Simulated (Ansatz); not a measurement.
The cluster TaO₂⁻ (the lowest singlet isomer of a short search) was relaxed with PBE-D4 (def2-TZVPD) in Ansatz in these states: charge -1 quintet, charge -1 singlet, charge -1 triplet. The geometries follow in no particular order.

In the def2 sets Ta takes a core potential; there is no spin–orbit coupling.

A:

```tsv
atom	x (Å)	y (Å)	z (Å)
Ta1	-0.2143	0.1193	0.1863
O2	1.3507	0.1929	1.1760
O3	-1.1364	-0.3122	-1.3623
```

B:

```
atom    x (Å)    y (Å)    z (Å)
 Ta1   0.5040  -0.0468   0.4805
  O2  -0.3332  -1.3911  -0.2930
  O3  -0.1709   1.4379  -0.1875
```

C:

```xyz
3

Ta    0.346   -0.553    0.160
O     0.125    0.052   -1.500
O    -0.471    0.501    1.340
```

Question: Judge from the bond lengths which geometry belongs to which state (an estimate).

Answer: A is the charge -1 quintet (Ta1–O2 1.853 Å, Ta1–O3 1.853 Å); B is the charge -1 singlet (Ta1–O2 1.762 Å, Ta1–O3 1.762 Å); C is the charge -1 triplet (Ta1–O2 1.781 Å, Ta1–O3 1.781 Å).

At PBE-D4/def2-TZVPD the highest occupied level of the charge -1 quintet lies above zero (up to 1.68 eV). It is a level of α spin, whose loss leaves a quartet; that state wasn't run at this geometry and level. The electron is either unbound and held by the finite basis, or the level is raised by self-interaction error. At PBE-D4/def2-TZVPD the highest occupied level of the charge -1 singlet lies above zero (up to 0.28 eV). By energy differences its removal costs 2.04 eV (vertical, to the charge 0 doublet, at PBE-D4/def2-TZVPD), and other spins of that charge weren't run; a positive level beside a positive removal energy at the same level points to self-interaction error. At PBE-D4/def2-TZVPD the highest occupied level of the charge -1 triplet lies above zero (up to 1.26 eV). It is a level of α spin, whose loss leaves a doublet; that state wasn't run at this geometry and level. The electron is either unbound and held by the finite basis, or the level is raised by self-interaction error. At PBE0-D4/def2-TZVPD a broken-symmetry singlet lies 3.79 eV below the charge -1 quintet. At PBE0-D4/def2-TZVPD a broken-symmetry singlet lies 0.63 eV below the charge -1 triplet. These are the stationary points nearest to one start from a short search; other shapes may lie lower in each state.
